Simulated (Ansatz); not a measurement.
One change: `FCCF` becomes `FCCC[SiH3]`.

Ansatz, PBE0-D4/def2-TZVP geometries, multiplicity 1. Each molecule was computed in one conformer, which needn't be the lowest.

| property | `FCCF` |
| --- | --- |
| HOMO energy (B3LYP/def2-TZVPP) / eV | -9.32 |
| HOMO energy (PBE0/def2-TZVPP) / eV | -9.55 |
| LUMO energy (PBE0/def2-TZVPP) / eV | 1.42 |
| HOMO energy (ωB97M-V/def2-TZVPP) / eV | -11.98 |
| LUMO energy (ωB97M-V/def2-TZVPP) / eV | 2.88 |
| HOMO energy (PBE/def2-TZVPP) / eV | -7.75 |

Question: Give the same properties after the change, and the shifts. (An estimate is asked.)

Answer: Ansatz gave: 
```tsv
property	`FCCC[SiH3]`	shift
HOMO energy (B3LYP/def2-TZVPP) / eV	-8.43	0.89
HOMO energy (PBE0/def2-TZVPP) / eV	-8.63	0.92
LUMO energy (PBE0/def2-TZVPP) / eV	0.65	-0.77
HOMO energy (ωB97M-V/def2-TZVPP) / eV	-10.89	1.09
LUMO energy (ωB97M-V/def2-TZVPP) / eV	2.16	-0.72
HOMO energy (PBE/def2-TZVPP) / eV	-7.29	0.46
```

With PBE0 the HOMO rises by 0.92 eV and the LUMO falls by 0.77 eV, so the gap narrows by about 1.69 eV. PBE moves the HOMO by 0.46 eV and ωB97M-V by 1.09 eV.

B3LYP here is the variant with VWN-RPA as its local correlation; programs differ in this.
